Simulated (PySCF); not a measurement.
# From computed data to an observable: chemical shift, span and skew from a shielding tensor

Be(OH)(SMe) (CH4BeOS), SMILES [Be]([OH])[S]C. Atoms are numbered in the order given.

```xyz
8

Be    -0.5999     0.5659     0.7029
O     -1.5863     1.4970     1.0959
H     -2.5134     1.5226     1.3195
S      0.7498    -0.6693     0.1866
C      0.6245    -0.5625    -1.6387
H     -0.3544    -0.9058    -1.9997
H      1.3963    -1.2279    -2.0483
H      0.8181     0.4555    -2.0028
```
Charge 0, spin multiplicity 1.

Geometry: PBE0-D3(BJ)/def2-SVP. The values are those of a single conformer.

GIAO shieldings from PySCF with PBE0/pcSseg-1, non-relativistic, no solvent. The symmetric part of the tensor of C5 has the principal values 165.7, 168.6, 190.9 ppm. The same nucleus in TMS has σ = 186.3 ppm at this level (PySCF, at its B3LYP-D3(BJ)/def2-TZVP geometry).

Problem. Work out the isotropic shielding, the ¹³C shift against TMS, the span and the skew.

Solution. 
σ(iso) = (σ11 + σ22 + σ33)/3 = 175.1 ppm. δ = σ(ref) − σ(iso) = 186.3 − (175.1) = 11.2 ppm.
Span Ω = σ33 − σ11 = 25.2 ppm. Skew κ = 3(σ(iso) − σ22)/Ω = 0.77. Tumbling in solution averages the tensor to δ; in a static solid the shielding alone would spread this spin-1/2 line over Ω.
